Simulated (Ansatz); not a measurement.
Be2S2⁺, that is (BeS)2 ring with one electron fewer. Charge 1, multiplicity 2. Geometry PBE0-D4/def2-TZVP, that of the neutral singlet; atoms count from 1.

Cartesian coordinates in Å:
```
Be -0.941 -0.224 -0.108
S 0.095 -1.027 1.300
Be 0.941 0.224 0.108
S -0.095 1.027 -1.300
```

Question: Estimate the Mulliken populations from the PBE0/def2-TZVP orbitals of Ansatz.

Answer: 
```json
{"atom": "Be1", "charge (e)": "0.30", "spin (α − β)": "-0.09"}
{"atom": "S2", "charge (e)": "0.20", "spin (α − β)": "0.59"}
{"atom": "Be3", "charge (e)": "0.30", "spin (α − β)": "-0.09"}
{"atom": "S4", "charge (e)": "0.20", "spin (α − β)": "0.59"}
```
Mulliken values and Mayer orders depend strongly on the basis.

Question: Where does the spin sit?

Answer: Summed by element: Be -0.18, S 1.18, of 1 unpaired in all. Largest on single atoms: S2 0.59, S4 0.59, Be1 -0.09.

Question: And the Mayer bond orders between bonded heavy atoms (over 0.3)?

Answer: Be1–S2 1.11 (1.92 Å); Be1–Be3 0.35 (1.95 Å); Be1–S4 1.11 (1.92 Å); S2–Be3 1.11 (1.92 Å); Be3–S4 1.11 (1.92 Å).
